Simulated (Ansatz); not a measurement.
LiC-, multiplicity 5 (lowest of 2S+1 = 1, 3, 5 at CCSD(T)/def2-TZVPP on PBE0 minima; our sources give no spin for the ground state, which may be another), most abundant isotopes (7.0160 and 12.0000 u). Constants from fifth-degree fits in 1/R to seven points on the lowest solution found; no spin–orbit coupling, no relativity up to Kr; ω_e x_e and α_e move by some per cent with the fit.

Correlated levels freeze the inner cores; with def2 sets outer-core shells near the valence are correlated too.

Run with Ansatz (a quantum-chemistry and plane-wave program) with Gaussian orbitals. 

```
level               r_e (Å)  ω_e (cm⁻¹)  ω_e x_e (cm⁻¹)  α_e (cm⁻¹)
------------------  -------  ----------  --------------  ----------
PBE/def2-TZVPP       1.9985       534.5            7.14      0.0183
CCSD(T)/def2-QZVPP   1.9836       558.8            6.77      0.0178
```

Derive the rotational constants, the centrifugal constant, the fundamental, the zero-point energy and the force constant.


μ = 4.42743 u.
- PBE/def2-TZVPP: B_e = 16.8576/(μ r_e²) = 0.95333 cm⁻¹; B₀ = B_e − α_e/2 = 0.94418 cm⁻¹; D = 4B_e³/ω_e² = 1.21e-05 cm⁻¹; fundamental ω_e − 2ω_e x_e = 520 cm⁻¹; zero-point energy ω_e/2 − ω_e x_e/4 = 265 cm⁻¹; k = μ(2πcω_e)² = 74.5 N/m
- CCSD(T)/def2-QZVPP: B_e = 16.8576/(μ r_e²) = 0.96773 cm⁻¹; B₀ = B_e − α_e/2 = 0.95882 cm⁻¹; D = 4B_e³/ω_e² = 1.16e-05 cm⁻¹; fundamental ω_e − 2ω_e x_e = 545 cm⁻¹; zero-point energy ω_e/2 − ω_e x_e/4 = 278 cm⁻¹; k = μ(2πcω_e)² = 81.5 N/m
